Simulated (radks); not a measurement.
Initial-state core-level shifts of neutral caesium when its valence configuration changes from [Xe] 6s1. Method: Dirac Kohn-Sham, PBE, spin-unpolarised, spherical densities, finite nucleus; open shells are shared between the two j in proportion to 2j + 1; Fermi nuclear charge, rms radius 4.8041 fm; computed with a radial shooting solver on a logarithmic mesh with Libxc functionals. Shifts are changes of the shell-averaged eigenvalues in eV (positive: less bound); the change of the density at the nucleus, which sets a Mossbauer isomer shift, is in e/bohr^3, on a base of 2.962e+05.

[
 {"valence": "6p1", "1s": "-1.269", "3s": "-1.271", "3d": "-1.271", "4p": "-1.268", "density at nucleus": "-7.28"},
 {"valence": "4f0.5 6s0.5", "1s": "-1.884", "3s": "-1.882", "3d": "-1.882", "4p": "-1.879", "density at nucleus": "-2.51"},
 {"valence": "4f1", "1s": "-3.522", "3s": "-3.517", "3d": "-3.518", "4p": "-3.509", "density at nucleus": "-6.97"},
 {"valence": "5d0.5 6s0.5", "1s": "-0.079", "3s": "-0.063", "3d": "-0.062", "4p": "-0.060", "density at nucleus": "-3.91"},
 {"valence": "5d1", "1s": "-0.214", "3s": "-0.183", "3d": "-0.181", "4p": "-0.176", "density at nucleus": "-7.77"}
]
